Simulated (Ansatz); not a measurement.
Process, species as SMILES: Cl[Si](Cl)(Cl)[Si](Cl)(Cl)Cl → 2 Cl[Si](Cl)Cl (the Si-Si bond at the site shown breaks; other sites are not compared here)
Structures are relaxed separately at B3LYP-D3(BJ)/def2-TZVP in Ansatz (a quantum-chemistry and plane-wave program), one conformer each, not searched for the lowest.

Quantity: bond dissociation energy (electronic energy difference), in kJ/mol. Cores are frozen in the correlated levels unless marked. Open shells are spin-unrestricted. No spin-orbit coupling. Non-relativistic. CBS(X,Y): correlation extrapolated as X^-3; Hartree-Fock from the larger set. The bracket is a focal-point correction in the basis named.

| level | program | bond dissociation energy (kJ/mol) |
|---|---|---|
| revPBE-D4/def2-TZVPD | Ansatz + dftd4 | 301.7 |
| r2SCAN-D4/def2-TZVPD | Ansatz + dftd4 | 297.9 |
| B3LYP-D4/def2-TZVPD | Ansatz + dftd4 | 310.0 |
| B3LYP/def2-TZVPD | Ansatz | 275.8 |
| PBE0-D4/def2-TZVP | Ansatz + dftd4 | 317.7 |
| CAM-B3LYP/def2-TZVPD | Ansatz | 294.2 |
| LC-wPBE-D3(BJ)/def2-TZVPD | Ansatz + dftd3 | 331.1 |
| LC-wPBE-D4/def2-TZVPD | Ansatz + dftd4 | 332.6 |
| wB97M-V/def2-TZVPD | Ansatz | 332.0 |
| wB97X-V/def2-TZVPD | Ansatz | 335.6 |
| B2GP-PLYP-D3(BJ)/def2-TZVPD | Ansatz + dftd3 | 326.5 |
| PBE-QIDH/def2-TZVPD | Ansatz | 324.2 |
| RPA@PBE/cc-pV(Q+d)Z | Ansatz | 310.8 |
| MP2/6-31G | Ansatz | 222.7 |
| MP2/6-31G* | Ansatz | 320.4 |
| CCSD/STO-3G | Ansatz | 287.2 |
| CCSD/cc-pV(D+d)Z | Ansatz | 300.6 |
| CCSD/cc-pV(T+d)Z | Ansatz | 316.2 |
| CCSD(T)/6-31G* | Ansatz | 313.1 |
| RI-MP2/CBS(cc-pV(T+d)Z,cc-pV(Q+d)Z)+[CCSD(T)-MP2]/cc-pV(D+d)Z | Ansatz | 340.5 |
| RI-MP2/CBS(cc-pV(T+d)Z,cc-pV(Q+d)Z)+[CCSD(T)-MP2]/cc-pV(T+d)Z | Ansatz | 339.0 |
